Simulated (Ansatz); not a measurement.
Born–Oppenheimer molecular dynamics of a periodic cell of 15 atoms, CO4 (contents 3 O2 + 3 CO2, density as packed 1.01 g/cm³ with natural masses). It goes on from the last frame of an earlier run, with new velocities.

Computed with DFT PBE-D3(BJ), scalar-relativistic, plane waves, PAW in Ansatz. Settings: cutoff 420 eV, k mesh 1x1x1, fermi-dirac smearing 0.02 eV, spin collinear.

```yaml
ensemble: NVT, Langevin thermostat
time_step: 1 fs
steps_asked: 370
set_temperature: 250 K
friction: 0.005 /fs
seed: 641101
```

First frame:

```xyz
15
Lattice="7.1978 0.0000 0.0000 0.0000 7.1978 0.0000 0.0000 0.0000 7.1978" Properties=species:S:1:pos:R:3
O 2.758 3.704 3.240
O 2.515 4.504 2.335
O -0.886 5.795 3.439
O -1.506 4.726 3.483
O 4.373 0.735 2.425
O 4.584 1.642 1.677
C 5.230 1.239 5.708
O 5.956 0.404 6.064
O 4.435 2.032 5.392
C 2.285 4.166 6.454
O 3.292 4.735 6.192
O 1.243 3.697 6.690
C 1.403 0.567 4.955
O 1.163 0.331 3.812
O 1.744 0.786 6.075
```

Problem. What does the run give?

Solution. All steps were run.

| Item | Value |
| --- | --- |
| steps done | 370 |
| time covered | 370 fs |
| mean temperature over the second half | 246 K |
| spread of the potential energy over the second half | 4.2 meV per atom |
| mean potential energy of the second half above the start | 4.7 meV per atom |

A run of 0.37 ps of so small a system gives no equilibrium averages. Limits of this set-up: coarse k mesh.

Problem. What happens to the structure?

Solution. Mean squared displacements from the first frame to the last, about the centre of mass: O 1.40 Å², C 0.44 Å². The details hang on the random start.

Problem. How do temperature and energy run in time?

Solution. 
```tsv
time (fs)	T (K)	potential energy less start (eV)
0.0	233	0.000
12.0	254	-0.049
24.0	198	0.086
36.0	258	-0.022
48.0	273	0.006
60.0	249	0.049
72.0	256	0.043
84.0	299	-0.037
96.0	228	0.108
108.0	270	0.068
120.0	294	0.008
132.0	248	0.112
144.0	294	0.006
156.0	288	0.007
168.0	237	0.040
180.0	246	0.041
192.0	267	-0.016
204.0	200	0.215
216.0	227	0.126
228.0	278	0.085
240.0	212	0.209
252.0	268	0.117
264.0	291	0.013
276.0	274	0.069
288.0	267	0.050
300.0	264	-0.010
312.0	257	-0.008
324.0	207	0.078
336.0	248	-0.011
348.0	223	0.016
360.0	212	0.072
```

Time of the run: 22 min on 1 thread of Arm Neoverse V2 (shared host), peak memory 0.49 GiB.
